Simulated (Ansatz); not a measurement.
Consider the isomerisation: `[SiH3]CCSS` → `CCSS[SiH3]`.

Gas-phase electronic energies from Ansatz, PBE0-D4/def2-TZVP geometries. CCSD(T)/CBS adds triple-zeta CCSD(T) − MP2 to the extrapolated MP2 energy (def2 sets, frozen cores). Functionals use def2-TZVPP. B3LYP here is the variant with VWN-RPA as its local correlation; programs differ in this. Each species was taken in one conformer, which may not be the lowest.

`[SiH3]CCSS`:

```xyz
13

Si   -1.818   -0.197   -0.012
C    -0.275    0.885   -0.054
C     0.878    0.376    0.792
S     1.322   -1.358    0.499
S     1.731   -1.426   -1.497
H    -2.983    0.621   -0.448
H    -1.713   -1.368   -0.919
H    -2.068   -0.675    1.376
H    -0.545    1.894    0.279
H     0.046    0.982   -1.096
H     1.773    0.993    0.678
H     0.614    0.373    1.855
H     3.039   -1.101   -1.454
```

`CCSS[SiH3]`:

```xyz
13

C     0.730   -0.472    2.015
C    -0.007   -1.043    0.825
S    -1.471   -0.098    0.332
S    -0.656    1.686   -0.304
Si   -0.443    1.110   -2.354
H     1.589   -1.099    2.267
H     0.078   -0.411    2.888
H     1.100    0.531    1.794
H    -0.417   -2.034    1.047
H     0.645   -1.148   -0.045
H     0.207    2.248   -3.058
H     0.416   -0.097   -2.455
H    -1.770    0.828   -2.953
```

```tsv
level	ΔE (kcal/mol)	difference from CCSD(T)/CBS
PBE-D4	-16.3	0.1
r2SCAN-D4	-16.7	-0.3
PBE0-D4	-16.4	0.0
B3LYP-D4	-16.2	0.2
ωB97X-V	-15.7	0.7
ωB97M-V	-15.5	0.9
B2PLYP	-16.7	-0.3
PBE	-16.6	-0.2
r2SCAN	-16.8	-0.4
PBE0	-16.7	-0.3
B3LYP	-16.7	-0.3
HF/def2-TZVPP	-17.3	-0.9
MP2/def2-TZVPP	-16.6	-0.2
SCS-MP2/def2-TZVPP	-16.4	0.0
CCSD/def2-TZVPP	-15.6	0.8
CCSD(T)/def2-TZVPP	-15.7	0.7
HF/def2-QZVPP	-17.4	-1.0
MP2/def2-QZVPP	-17.0	-0.6
SCS-MP2/def2-QZVPP	-16.8	-0.4
HF/CBS(def2)	-17.4	-1.0
MP2/CBS(def2)	-17.3	-0.9
CCSD/CBS(def2)	-16.3	0.1
CCSD(T)/CBS	-16.4	0
```

Largest T1 diagnostic among the species: 0.011.

In def2-TZVPP, CCSD(T) changes the Hartree–Fock value by +1.6 kcal/mol (the triples alone add −0.1 kcal/mol) and MP2 by +0.8 kcal/mol.
